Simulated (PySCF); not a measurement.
## Exercise with solution: entropy of an ideal gas

C2Cl3, SMILES Cl[C]=C(Cl)Cl, multiplicity 2.

Coordinates come from a PBE-D3(BJ)/def2-SVP optimisation. The isomer is the one that the SMILES or the coordinates give; other isomers of the formula were not compared.

PySCF 2.14.0 with PBE-D3(BJ)/def2-SVP gives the harmonic wavenumbers 122, 183, 255, 378, 422, 577, 819, 859, 1664 cm⁻¹ and the rotational temperatures 0.1739, 0.0699, 0.0499 K. The molar mass is 130.37 g/mol, the symmetry number 1, the spin multiplicity 2.

Task: Work out the entropy at 298.15 K and 1 atm in the rigid-rotor, harmonic-oscillator model.

Result: 
Translation (Sackur–Tetrode at 1 atm): S = R[1.5 ln M + 2.5 ln T − 1.16487] = 169.5 J/(mol K).
Rotation: q = (√π/σ) T^1.5/√(θA θB θC) = 371000, S = R[ln q + 3/2] = 119.1 J/(mol K).
Vibration: with u = 1.4388 ν/T, each mode gives R[u/(e^u − 1) − ln(1 − e^−u)]:
```
ν (cm⁻¹)  modes     u  S (J/(mol K))
--------  -----  ----  -------------
122           1  0.59          12.84
183           1  0.88           9.61
255           1  1.23           7.10
378           1  1.82           4.38
422           1  2.04           3.70
577           1  2.78           2.05
819           1  3.95           0.80
859           1  4.15           0.69
1664          1  8.03           0.02
```
These are all the modes. Sum 41.2 J/(mol K).
Spin: R ln 2 = 5.8 J/(mol K).
Total 335.5 J/(mol K); the program's own thermochemistry gives 335.6. Translation makes up 51 % and vibration 12 %. Anharmonicity, hindered rotation and orbital degeneracy are left out.
